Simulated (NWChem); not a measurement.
GeH₃TeCl; SMILES Cl[Te][GeH3]

def2 effective core potentials on Te; no spin-orbit coupling.

### Question
Give the equilibrium geometry at PBE-D3(BJ)/def2-SVP with def2 effective core potentials on Te (NWChem) as a list of bonds and angles, with the point group.

### Answer
point group Cs; any orientation.
Bonded distances (Å): Te1–Cl2 2.413, Te1–Ge3 2.589, Ge3–H4 1.549, Ge3–H5 1.549, Ge3–H6 1.553. Angles (°): Cl2–Te1–Ge3 92.1, Te1–Ge3–H4 109.3, Te1–Ge3–H5 109.3, Te1–Ge3–H6 105.8, H4–Ge3–H5 110.8, H4–Ge3–H6 110.8, H5–Ge3–H6 110.8.
